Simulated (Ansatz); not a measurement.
Computed with Ansatz on PBE0-D4/def2-TZVP structures; ΔE is electronic, products minus reactants. CCSD(T)/CBS adds triple-zeta CCSD(T) − MP2 to the extrapolated MP2 energy (def2 sets, frozen cores). Functionals use def2-TZVPP. B3LYP here is the variant with VWN-RPA as its local correlation; programs differ in this. For Mg outer-core shells are correlated without core-valence functions, which leaves a few kJ/mol of doubt a bond. Each species was taken in one conformer, which may not be the lowest.

Reaction (redistribution): `[MgH][O][SiH3]` + `C[O][Mg][OH]` → `[OH][Mg][O][SiH3]` + `C[O][MgH]`

`[MgH][O][SiH3]`:

Cartesian coordinates in Å:
```
Mg -0.733 -0.896 -1.865
O -0.133 -0.165 -0.340
Si 0.404 0.494 1.028
H -1.297 -1.584 -3.299
H 1.265 1.684 0.760
H -0.723 0.944 1.897
H 1.218 -0.477 1.819
```

`C[O][Mg][OH]`:

Cartesian coordinates in Å:
```
C 1.628 0.357 0.516
O 0.341 0.085 0.114
Mg -1.308 -0.252 -0.392
O -2.987 -0.523 -0.863
H 1.687 1.289 1.096
H 2.308 0.467 -0.342
H 2.036 -0.444 1.150
H -3.706 -0.979 -1.279
```

`[OH][Mg][O][SiH3]`:

```xyz
8

O    -0.590    3.277    0.044
Mg   -0.298    1.546    0.013
O     0.057   -0.207    0.005
Si    0.374   -1.787   -0.004
H    -0.984    4.134   -0.038
H    -0.602   -2.543    0.836
H     0.305   -2.349   -1.385
H     1.739   -2.072    0.529
```

`C[O][MgH]`:

```xyz
7

C     0.161   -0.358   -1.091
O    -0.029    0.067    0.203
Mg   -0.275    0.611    1.862
H    -0.046    0.441   -1.818
H    -0.496   -1.203   -1.345
H     1.195   -0.691   -1.264
H    -0.511    1.133    3.452
```

```csv
level,ΔE (eV)
CAM-B3LYP-D4,-0.01
B3LYP,-0.01
CAM-B3LYP,-0.01
MP2/CBS(def2),-0.02
```

Problem. What does CCSD(T)/CBS give? (Best estimate.)

Solution. Computed: -0.02 eV. The listed levels differ from it by 0.01, 0.01, 0.01, 0.00 eV.

Largest T1 diagnostic among the species: 0.011.

Leaving LDA and LC-ωPBE aside and taking each functional with its dispersion term where it has one, the values, not all of them listed here, spread over 0.01 eV, from B97M-V to revPBE-D4.
